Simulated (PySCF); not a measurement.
**Excited states of SMILES [SiH3]N(C[SiH2]Br)[SiH]1C=CC=C1, C5H12BrNSi3**

Method used: TDA LC-wPBE/def2-SVP excited states, vertical, gas phase in PySCF 2.14.0. Geometry: GFN2-xTB.

Input:
```
{"job": {"kind": "states", "xc": "LC-wPBE", "basis": "def2-SVP", "tda": true, "soc": true, "nstates": 8, "ntriplets": 5, "nquad": 4}, "charge": 0, "multiplicity": 1}
Si    -0.994033    -1.697549     1.043771
N     -0.738780    -0.697684    -0.354595
C     -1.912339    -0.149868    -1.009361
Si    -2.409821     1.547364    -0.331396
Br    -4.276235     2.108318    -1.381518
Si     0.799221    -0.045667    -0.828046
C      1.542798     1.305802     0.263000
C      2.718628     0.871069     0.728872
C      3.119516    -0.473442     0.337495
C      2.265845    -1.152488    -0.432065
H     -1.498173    -0.897671     2.171837
H      0.293643    -2.295270     1.360121
H     -2.019591    -2.673142     0.664883
H     -1.715011    -0.070987    -2.084424
H     -2.742811    -0.854005    -0.896326
H     -1.457266     2.595221    -0.671307
H     -2.752630     1.531605     1.083171
H      0.696693     0.342536    -2.241459
H      1.166273     2.288136     0.499465
H      3.369059     1.450322     1.370295
H      4.065275    -0.864380     0.687770
H      2.469325    -2.148834    -0.782601
```
Coordinates are in Å.

Command: `OMP_NUM_THREADS=1 python excited_run.py task.json out`

**Question.** What does the run print?

**Answer.** H and L stand for HOMO and LUMO.
```
coarse grid: 87256 points
cycle   1  E = -3693.5249635291  dE =  4.939e-01  |g| = 4.782e-01  |ddm| = 4.831e+00
cycle   2  E = -3693.5768232758  dE = -5.186e-02  |g| = 3.065e-01  |ddm| = 8.795e-01
cycle   3  E = -3693.5981944524  dE = -2.137e-02  |g| = 8.818e-02  |ddm| = 3.438e-01
cycle   4  E = -3693.6000365101  dE = -1.842e-03  |g| = 2.867e-02  |ddm| = 1.282e-01
cycle   5  E = -3693.6002868098  dE = -2.503e-04  |g| = 6.101e-03  |ddm| = 4.636e-02
cycle   6  E = -3693.6002979273  dE = -1.112e-05  |g| = 1.673e-03  |ddm| = 1.041e-02
cycle   7  E = -3693.6002995067  dE = -1.579e-06  |g| = 5.285e-04  |ddm| = 4.440e-03
final grid: 180352 points
cycle   8  E = -3693.6002806165  dE = -2.561e-07  |g| = 3.801e-04  |ddm| = 1.961e-03
cycle   9  E = -3693.6002806589  dE = -4.243e-08  |g| = 2.924e-04  |ddm| = 7.568e-04
cycle  10  E = -3693.6002806798  dE = -2.089e-08  |g| = 6.671e-05  |ddm| = 2.786e-04
cycle  11  E = -3693.6002806776  dE =  2.188e-09  |g| = 3.737e-05  |ddm| = 1.840e-04
cycle  12  E = -3693.6002806785  dE = -9.250e-10  |g| = 5.735e-06  |ddm| = 1.021e-04
converged SCF energy = -3693.6002806785

Singlet excitations
state   eV       nm        f     d(h-e)  d(exc)  Lambda  PR(NTO)  |dmu|/D   mu/D   main configurations
  1   4.6701   265.5   0.05011   0.162   2.752   0.661   1.073    0.341    2.176   H->L 0.78, H-1->L 0.14
  2   5.1710   239.8   0.02158   0.893   3.011   0.674   1.076    2.829    1.725   H-1->L 0.68, H-4->L 0.13
  3   6.2218   199.3   0.00392   0.636   2.917   0.540   1.807    1.405    2.616   H-4->L 0.51, H->L+1 0.21, H-1->L+1 0.11
  4   6.4791   191.4   0.00486   0.333   2.772   0.562   1.811    0.814    2.688   H-5->L 0.41, H->L+1 0.17, H-4->L 0.10
  5   6.8967   179.8   0.00904   1.183   3.431   0.554   1.566                     H->L+1 0.23, H-5->L 0.23, H-4->L 0.13
  6   7.3500   168.7   0.02024   0.438   3.118   0.444   1.283                     H->L+2 0.53, H-1->L+2 0.22
  7   7.5912   163.3   0.07267   0.176   2.934   0.568   2.174                     H-6->L 0.30, H-10->L 0.11, H-5->L 0.11
  8   7.6042   163.0   0.00225   1.370   3.001   0.375   1.044                     H-2->L+1 0.70, H-2->L 0.09, H-2->L+2 0.08

Triplet excitations (Tamm-Dancoff)
state   eV     d(h-e)  d(exc)  Lambda  PR(NTO)   main configurations
  1   2.5003   0.078   2.295   0.684   1.101   H->L 0.46, H-1->L 0.45
  2   4.6093   0.937   2.872   0.626   1.221   H->L 0.29, H-1->L 0.28, H-4->L 0.18
  3   4.7085   0.059   2.141   0.586   1.847   H-5->L 0.19, H-6->L 0.13, H-10->L 0.12
  4   5.6780   0.605   2.712   0.568   1.496   H-4->L 0.51, H-5->L 0.12, H->L+1 0.09
  5   5.8876   0.277   2.782   0.545   2.120   H-5->L 0.34, H->L+1 0.23, H-1->L+1 0.12
S1 - T1 = 2.1698 eV

Spin-orbit couplings |<S|Hso|T>| (cm-1)
             T1       T2       T3       T4       T5
S0        0.943   15.674    5.592   57.291  104.066
S1        0.923    4.429    2.587    4.061    5.489
S2        2.946    3.321    2.597    9.761    6.849
S3        1.509    6.627    5.205    6.965    9.786
S4        0.360   10.336    4.672   11.099    7.875
S5        1.227    3.386    1.789   10.289    8.543
S6        1.363    9.802    4.182   22.694   33.654
S7        3.533   11.927    4.636    9.577   15.592
S8        2.313   46.185   16.485  110.470  188.275
T1 sublevels (cm-1): 0.000 0.000 0.001   radiative rates (1/s): 0.0388 0.61 0.0412
```

Scalar relativity is left out, which matters for the atoms heavier than Zn.

It took 110 s wall time on 1 thread of an Arm Neoverse V2, shared host, peak memory 1.3 GiB.
